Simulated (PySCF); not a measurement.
Y(Cl)3 cation (Cl₃Y), SMILES [Cl][Y]([Cl])[Cl] (connectivity only; charge and spin as stated), charge +1, multiplicity 2.

Geometry optimised at PBE0-D3(BJ)/def2-SVP. A frequency run showed that this geometry is not a minimum. The spin state was assumed, not searched. The isomer is the one that the SMILES or the coordinates give; other isomers of the formula were not compared. The def2 effective core potentials stand for the cores of Y; spin–orbit coupling is left out.

The numbers are results of TDA-PBE/def2-SVPD (PySCF), not measurements.

Vertical excitations; the highest root listed may be one member of a degenerate set. Isolated molecule, no solvent.

Computed UV-visible absorptions:
| state | energy (eV) | λ (nm) | f | main pairs |
|---|---|---|---|---|
| root 1 | 0.31 | 4063 | 0.000 | β HOMO→LUMO (degenerate set) |
| root 2 | 0.31 | 4062 | 0.000 | β HOMO−1→LUMO (degenerate set) |
| root 3 | 0.68 | 1811 | 0.000 | β HOMO−2→LUMO 100 % |
| root 4 | 1.17 | 1062 | 0.001 | β HOMO−5→LUMO (degenerate set) |
| root 5 | 1.17 | 1062 | 0.001 | β HOMO−6→LUMO (degenerate set) |
| root 6 | 1.32 | 937 | 0.000 | β HOMO−7→LUMO 100 % |
| root 7 | 1.97 | 629 | 0.123 | β HOMO−4→LUMO, β HOMO→LUMO (degenerate set) |
| root 8 | 1.97 | 629 | 0.123 | β HOMO−3→LUMO, β HOMO−1→LUMO (degenerate set) |
| root 9 | 4.86 | 255 | 0.006 | α HOMO→LUMO, β HOMO→LUMO+1 (degenerate set) |
| root 10 | 4.86 | 255 | 0.006 | α HOMO−1→LUMO, β HOMO−1→LUMO+1 (degenerate set) |
Unrestricted roots are not spin-pure.
